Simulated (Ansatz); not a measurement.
CH₄AlClOSe. Charge 0, multiplicity 1. The bonds changed during the relaxation, so this is another structure than the one it started from. The structure was optimised at the PBE0-D4/def2-TZVP level. It is one conformer, not always the lowest.

```xyz
9

O     0.871   -1.508    0.278
C     0.169   -0.500    0.699
Al   -1.272    0.457   -0.371
Cl    0.611    0.027    2.284
Se    0.814    1.643   -0.836
H     1.644   -1.685    0.840
H    -1.779   -0.440   -1.576
H    -2.193    1.286    0.615
H     1.137    0.720   -1.932
```

Q: What is the dipole moment at B3LYP/def2-TZVPP? (Best estimate.)

A: Ansatz gave: 3.91 D, with components (2.58, -2.44, 1.65) D in this frame, pointing from negative to positive charge.

Q: And with PBE, r2SCAN, ωB97M-V? (An estimate is asked.)

A: Computed: PBE 3.80 D, r2SCAN 3.91 D, ωB97M-V 4.26 D.

Q: Give the Mulliken charges with B3LYP, r2SCAN, ωB97M-V in def2-TZVPP. (An estimate is asked.)

A: The calculation gave: 
| atom | B3LYP | r2SCAN | ωB97M-V |
| --- | --- | --- | --- |
| O1 | -0.17 | -0.19 | -0.14 |
| C2 | 0.17 | 0.17 | 0.13 |
| Al3 | 0.34 | 0.38 | 0.27 |
| Cl4 | -0.04 | -0.05 | 0.00 |
| Se5 | -0.23 | -0.25 | -0.28 |
| H6 | 0.20 | 0.22 | 0.20 |
| H7 | -0.16 | -0.18 | -0.13 |
| H8 | -0.16 | -0.18 | -0.13 |
| H9 | 0.06 | 0.08 | 0.08 |

B3LYP here is the variant with VWN-RPA as its local correlation; programs differ in this.
